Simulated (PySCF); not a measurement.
B(CCH)(F)(H) (C2H2BF), SMILES C(#C)BF. Coordinates come from a PBE-D3(BJ)/def2-SVP optimisation.

Calculation: PySCF 2.14.0 with PBE-D3(BJ)/def2-SVP.

Harmonic wavenumbers (cm⁻¹): 193, 256, 516, 665, 747, 867, 878, 1081, 1322, 2112, 2570, 3391. Rotational constants (GHz): 52.80, 4.179, 3.873; symmetry number 1.

### Question
Work out the zero-point energy and the ideal-gas rigid-rotor harmonic-oscillator thermochemistry at 298.15 K and 1 atm.

### Answer
ZPE = ½ Σ hcν = ½ × 14598 cm⁻¹ = 20.87 kcal/mol. H − E(el) = 24.27 kcal/mol. Entropy in cal/(mol K): translation 37.98, rotation 23.45, vibration 5.51, total 66.94. G − E(el) = 4.31 kcal/mol. Cp = 15.93 cal/(mol K).
